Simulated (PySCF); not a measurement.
**Correlation energy of P⁻ (phosphorus, charge -1)**

[Ne] 3s2 3p4, high-spin 3P determinant. All numbers are calculated (PySCF 2.14, the spin-free X2C one-electron Hamiltonian (Gaussian nucleus), in x2c-TZVPPall with one added diffuse shell each of s, p, d type (6s6p4d1f, 51 functions)). Frozen: 1s2; 14 electrons correlated.

MP2 pair energies summed by pair of shells (mhartree):

```
 pair   energy  share (%)
2p-2p  -103.30       38.2
3s-3p   -51.33       19.0
3p-3p   -48.77       18.0
2s-2p   -21.75        8.0
2p-3p   -14.05        5.2
2p-3s   -12.42        4.6
3s-3s   -10.70        4.0
2s-2s    -4.62        1.7
2s-3p    -2.06        0.8
2s-3s    -1.41        0.5
```

Total MP2 correlation energy: -270.42 mhartree.

Same-spin part -74.94 and opposite-spin part -195.48 mhartree; SCS-MP2 scales them by 1/3 and 6/5 to -259.55 mhartree.

This basis was not built for core-valence correlation, so the inner-shell part is incomplete.
